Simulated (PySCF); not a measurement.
# Radial density of Ba⁴⁴⁺ (barium, charge +44)

B3LYP, [Ne] 3s2, closed-shell 1S. Computed with PySCF 2.14 in an uncontracted even-tempered set (16 s from 9.2 bohr⁻², ratio 2.5; 10 p from 12 bohr⁻², ratio 2.5; 4 d from 44 bohr⁻², ratio 2.7; 4 f from 66 bohr⁻², ratio 2.7), with the non-relativistic Hamiltonian (point nucleus).

```
r (bohr)  4πr²ρ (e/bohr)
0.000438          0.2867
0.000736          0.7844
 0.00124           2.098
 0.00208           5.399
 0.00350           13.03
 0.00589           28.21
 0.00991           50.99
  0.0167           68.87
  0.0280           63.34
  0.0472           59.70
  0.0794           81.51
   0.133           43.40
   0.225           12.61
   0.378           3.828
   0.635         0.06023
```

A non-relativistic calculation at this Z misses sizeable relativistic shifts. Spin-orbit coupling, which splits the p, d and f shells strongly at this Z, is absent.
